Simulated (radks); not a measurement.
The silver ion Ag+, configuration [Kr] 4d10.

Calculated with a radial shooting solver on a logarithmic mesh with Libxc functionals: Dirac Kohn-Sham, PW91, spin-unpolarised, spherical densities, point nucleus.

Energy parts (hartree):
part                        energy
total                  -5317.78406
kinetic                 5565.28607
electron-nucleus      -12882.08108
Hartree                 2149.12517
exchange-correlation    -150.11423

Orbitals (lengths in bohr, moments of r in powers of bohr; r(90%) holds 90 % of the orbital's charge):
\begin{tabular}{lrrrrr}
orbital & occ. & eigenvalue (hartree) & <1/r> & r(90%) & small-component weight \\ \hline
1s1/2 & 2 & -930.7532 & 49.44 & 0.0558 & 2.96e-02 \\
2s1/2 & 2 & -137.2612 & 11.39 & 0.208 & 6.21e-03 \\
2p1/2 & 2 & -127.5872 & 11.37 & 0.187 & 6.22e-03 \\
2p3/2 & 4 & -121.1410 & 10.68 & 0.194 & 5.97e-03 \\
3s1/2 & 2 & -25.40823 & 3.983 & 0.543 & 1.75e-03 \\
3p1/2 & 2 & -21.55924 & 3.889 & 0.543 & 1.69e-03 \\
3p3/2 & 4 & -20.42172 & 3.722 & 0.558 & 1.62e-03 \\
3d3/2 & 4 & -13.60431 & 3.558 & 0.544 & 1.51e-03 \\
3d5/2 & 6 & -13.37525 & 3.514 & 0.549 & 1.49e-03 \\
4s1/2 & 2 & -3.79631 & 1.520 & 1.33 & 4.41e-04 \\
4p1/2 & 2 & -2.58657 & 1.397 & 1.45 & 3.83e-04 \\
4p3/2 & 4 & -2.39955 & 1.343 & 1.50 & 3.63e-04 \\
4d3/2 & 4 & -0.59017 & 0.9901 & 2.21 & 2.11e-04 \\
4d5/2 & 6 & -0.56931 & 0.9743 & 2.26 & 2.06e-04 \\
5s1/2 & 0 & -0.41830 & 0.4499 & 4.24 & 4.70e-05 \\
5p1/2 & 0 & -0.24258 & 0.3452 & 5.41 & 2.69e-05 \\
5p3/2 & 0 & -0.23306 & 0.3339 & 5.55 & 2.54e-05 \\
\end{tabular}

The highest occupied level is 4d5/2 at -15.492 eV. The density falls to 0.001 e/bohr^3 at r = 3.59 bohr.
